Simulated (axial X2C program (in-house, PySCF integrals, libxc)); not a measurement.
# TlP⁻: properties at the nuclei

Computed with an axial X2C code built on PySCF integrals: two-component X2C with atomic mean-field Coulomb and Gaunt terms, Gaussian nuclei, basis Tl dyall-acv3z, P dyall-av3z with contracted cores.

R = 2.503 Å (near the PBE0 minimum at charge -1 of the determinant lowest at the starting distance; the state shown can have its own minimum elsewhere).

Input and command:
```json
{"zs": [81, 15], "q": -1, "bas": ["dyall-acv3z", "dyall-av3z"], "r0": 2.44, "levels": ["PBE0", "HF", "BHandHLYP", "PBE50", "BP86"], "nst": 3}
```
```bash
python soeom.py task.json out
```

Keys: zs atomic numbers; q charge; bas basis sets; r0 starting distance in Å; levels methods; nst determinants followed.

Determinant lowest in the PBE0 search, Ω = 3/2 (⟨Sz⟩ = 0.51, ⟨Lz⟩ = 0.99 at PBE0), spin on the atoms Tl -0.06, P 0.58:

| level | Eeff magnitude (GV/cm) | Ws magnitude Tl (kHz) | A∥/gI Tl (MHz) | qzz Tl (a.u.) | A∥/gI P (MHz) | qzz P (a.u.) |
| --- | --- | --- | --- | --- | --- | --- |
| PBE0 | 0.699 | 0.825 | 276 | -11.08 | 77.6 | -0.84 |
| HF | 2.18 | 1.95 | 1170 | -10.70 | 17.2 | -1.22 |
| BHandHLYP | 0.909 | 0.442 | 261 | -11.77 | 84 | -0.83 |
| PBE50 | 0.196 | 0.0648 | 324 | -12.13 | 75.4 | -0.80 |
| BP86 | 0.67 | 0.841 | 238 | -9.95 | 89.1 | -0.90 |

Eeff is the effective electric field on the electron electric dipole moment in this Ω state and Ws the scalar–pseudoscalar constant of the nucleus named (defined with the proton number Z and per Ω); A∥ (defined per Ω) follows by multiplying with gI = μI/(I μN); qzz is the electric field gradient, eQq0 = 234.96 MHz × Q/barn × qzz. The operators were transformed with the bare-nucleus X2C matrices; with these basis sets, hyperfine constants and field gradients can be off by tens of per cent, and where levels differ in sign neither size nor sign is settled.

Each state is one determinant with collinear spin. Unrestricted Hartree–Fock can overshoot spin polarisation at the nuclei. In the state Ω = 3/2 the sign of Eeff differs between levels (HF, BHandHLYP, PBE50 against PBE0). For an anion, determinants above electron detachment, or with a positive highest level, are held by the basis set. Where Eeff spreads by more than a factor of two the levels disagree and none is to be relied on. States lie within half an eV, so the first need not be the ground state. The sign of Ws at Tl differs between levels in the first state. Further determinants of the search, some of them spin-mixed, are not shown. Where a field gradient or hyperfine factor spreads by more than a factor of two over the levels, a constant derived from it is not to be relied on.
